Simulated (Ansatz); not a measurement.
Reaction (cleavage of the B–B bond): `ClB(Cl)B1CN1` + `OCC(F)(F)F` → `FC(F)(F)COB(Cl)Cl` + `B1CN1`

Isolated molecules relaxed with PBE0-D4/def2-TZVP in Ansatz; ΔE leaves out vibrations. CCSD(T)/CBS adds triple-zeta CCSD(T) − MP2 to the extrapolated MP2 energy (def2 sets, frozen cores). This one scheme is used for every species. One conformer a species, not always the lowest.

```csv
species,SCS-MP2/def2-QZVPP energy (Eh)
`ClB(Cl)B1CN1`,-1063.59417
`OCC(F)(F)F`,-452.28765
`FC(F)(F)COB(Cl)Cl`,-1396.07573
`B1CN1`,-119.85369
```

(1) Work out ΔE.

Largest T1 diagnostic among the species: 0.014.

## Answers

(1) ΔE = (-1396.07573) + (-119.85369) − (-1063.59417) − (-452.28765) = -0.04760 Eh = -29.9 kcal/mol. CCSD(T)/CBS gives -28.9 kcal/mol.

At CCSD(T), def2-SVP lies −3.7 kcal/mol from the extrapolated value and def2-TZVPP −0.1 kcal/mol. From PBE to PBE0 (25 % exact exchange), in def2-TZVPP and without D4, ΔE moves by −1.3 kcal/mol.
